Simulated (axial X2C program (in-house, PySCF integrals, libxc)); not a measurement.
**What spin–orbit coupling does to CsS⁺**

Computed with an in-house relativistic program for diatomic molecules. Spin-free means the one-electron spin-free X2C Hamiltonian; two-component (2c) means X2C with spin–orbit coupling and atomic mean-field two-electron Coulomb and Gaunt terms, so the difference of the two also holds small scalar two-electron terms. Basis: Cs dyall-cv3z [15s15p9d4f1g], S dyall-av3z [9s8p3d2f] (cores contracted in-house); Gaussian nuclei, density fitting, unrestricted open shells. Masses: Cs 132.905 u, S 31.972 u.

Spin-free state: M_S = 1, Λ = 0 (beyond evenly filled blocks: π+α, π-α); fragments Cs+ + S.

```tsv
level	Re (Å)	ωe (cm⁻¹)	De (eV)	μ (D)
PBE0	3.711	78.3	0.243	-2.04
HF	3.922	65.0	0.186	-2.52
MP2	3.736	79.1	0.235	n/a
CCSD	3.771	76.1	0.243	n/a
CCSD(T)	3.757	77.3	0.228	n/a
PBE50	3.701	78.9	0.236	-2.11
```

Correlated methods: 14 electrons correlated (number of frozen shells: Cs 4 s, 3 p, 2 d; S 2 s, 1 p), 296 virtual spin orbitals or spinors in MP2, 90 natural virtuals in coupled cluster.

Dipoles are positive if S is the positive end and refer to the centre of mass.

Two-component determinant lowest at the distance of the search:

Ω = 1 (⟨Sz⟩ = 1.00, ⟨Lz⟩ = 0.00 at HF); fragments Cs+ + S.

```
  level  Re (Å)  ωe (cm⁻¹)  De (eV)  μ (D)
   PBE0   3.711       78.4    0.243  -2.04
     HF   3.923       64.8    0.184  -2.52
    MP2   3.737       79.2    0.211    n/a
   CCSD   3.771       76.2    0.230    n/a
CCSD(T)   3.757       77.4    0.205    n/a
  PBE50   3.701       78.9    0.236  -2.10
```

Question: From the two tables, how do the constants change at the CCSD(T) level (2c against spin-free)?

Answer: At the CCSD(T) level Re doesn't move by more than 0.001 Å and ωe doesn't move by more than 0.2 cm⁻¹; De changes by -0.023 eV.

The state is a single determinant with fixed occupations, the lowest that a limited PBE0 search found. Dissociation energies refer to the lowest single-determinant-based atoms at the same level and basis. Density functionals use the spin component along the axis (collinear). CCSD and (T) use frozen natural virtuals with an MP2 correction for the truncation; (T) itself is uncorrected, so its De runs slightly low. In 2c an atomic determinant is not the ground J level, so De misses part of the atomic spin–orbit lowering. This holds for PBE0, PBE50. Other states lie close and PBE0, whose exact exchange favours high spin, may order them wrongly; the determinant shown need not be the ground state. The nearest other spin-free determinant of the search, M_S = 1, Λ = 1, lies 0.33 eV up at the distance of the search. Without a current term, density functionals place determinants with orbital angular momentum somewhat too high. With several unpaired electrons one determinant need not be a pure state. Open-shell Ω = 0 determinants with evenly filled partner blocks cannot be reached by this program, so the Ω shown need not be the lowest component. This is the Ω = 1 component of a π² triplet; the 0⁺ component is not one determinant and can lie lowest.
